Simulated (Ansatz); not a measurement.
Harmonic frequencies (cm⁻¹) at PBE0-D4/def2-TZVP from Ansatz: 24, 119, 124, 157, 211, 508, 514, 618, 711, 746, 803, 913, 914, 927, 943, 948, 1050, 1116, 1305, 1416, 1454, 1466, 2221, 2234, 2238, 3061, 3066, 3122, 3163, 3168.

Each molecule was computed in one conformer, which needn't be the lowest.

(1) Which molecule is it?
A. `CC([SiH3])[SeH]`
B. `C[Se]C[SiH3]`
C. `CC[Se][SiH3]`
D. `C[SiH2][Se]C`

## Answers

(1) B.
